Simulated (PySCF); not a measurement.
Mayer bond orders and bond lengths

Compound: C₅H₁₀OSSi₂.
Numbering: `[CH:1]#[C:2][SiH2:3][C@@H:4]1[CH2:5][O:6][CH2:7][S:8][SiH2:9]1` (hydrogens: H10 on C1; H11, H12 on Si3; H13 on C4; H14, H15 on C5; H16, H17 on C7; H18, H19 on Si9)

Structure used (GFN2-xTB), in Å, numbered top down from 1:
```xyz
19
C5H10OSSi2 angstrom
C      3.7782    0.1187    1.4704
C      2.9094   -0.4619    0.8747
Si     1.5641   -1.3252   -0.0558
C      0.2282   -0.0243   -0.4633
C     -0.3081    0.6137    0.8182
O     -1.2117    1.6811    0.5968
C     -2.4942    1.3216    0.2563
S     -2.7223    0.8155   -1.5052
Si    -1.2062   -0.6993   -1.5087
H      4.5394    0.6239    1.9933
H      1.0021   -2.3758    0.8010
H      2.0943   -1.8760   -1.3047
H      0.7079    0.7769   -1.0364
H     -0.7920   -0.1473    1.4506
H      0.5090    1.0646    1.3900
H     -3.1246    2.2016    0.3824
H     -2.8701    0.4958    0.8745
H     -0.8475   -0.9009   -2.9010
H     -1.7657   -1.8933   -0.8695
```

Bond orders from the PBE0/pcSseg-1 density (PySCF). One conformer (not necessarily the lowest) at the GFN2-xTB geometry, without solvent, vibrations or thermal averaging.

**Question.** How far do the computed orders between heavy atoms stray from the drawn ones?

**Answer.** The largest departure is 0.456, at C1–C2 (drawn triple, 2.544). Drawn single, order below 0.88: Si3–C4 (0.871) and Si9–C4 (0.869). Drawn double or triple, more than 0.30 short of the drawn order: C1–C2 (2.544).

**Question.** Set the Mayer orders of the bonds between heavy atoms beside their lengths.

**Answer.** 
```csv
bond,drawn as,length (Å),Mayer order
C1–C2,triple,1.203,2.544
C2–Si3,single,1.850,0.920
Si3–C4,single,1.909,0.871
C4–C5,single,1.529,1.002
C5–O6,single,1.416,0.909
O6–C7,single,1.375,0.974
C7–S8,single,1.847,0.987
S8–Si9,single,2.143,0.977
Si9–C4,single,1.899,0.869
```

Bonds between the same two heavy elements. C–C: lowest C4–C5 (1.002, 1.529 Å), highest C1–C2 (2.544, 1.203 Å). C–Si: lowest Si9–C4 and Si3–C4 (0.869, 1.899 Å), highest C2–Si3 (0.920, 1.850 Å). C–O: lowest C5–O6 (0.909, 1.416 Å), highest O6–C7 (0.974, 1.375 Å). Bonds named together lie within 0.004.

**Question.** And the bonds to hydrogen?

**Answer.** C–H: 0.91 to 1.09 (6 bonds); H–Si: 0.93 to 0.95 (4 bonds).

**Question.** Sum the orders of all bonds at each heavy atom with more than one neighbour and set the sums beside the valence in the SMILES.

**Answer.** C1 3.633 (drawn 4), C2 3.464 (drawn 4), Si3 3.683 (drawn 4), C4 3.654 (drawn 4), C5 3.801 (drawn 4), O6 1.883 (drawn 2), C7 3.829 (drawn 4), S8 1.964 (drawn 2), Si9 3.725 (drawn 4). Orders between atoms that aren't bonded are not in these sums.

The Mayer order sums products of elements of PS (density times overlap matrix) between the two atoms' basis functions, so it depends on the basis set.
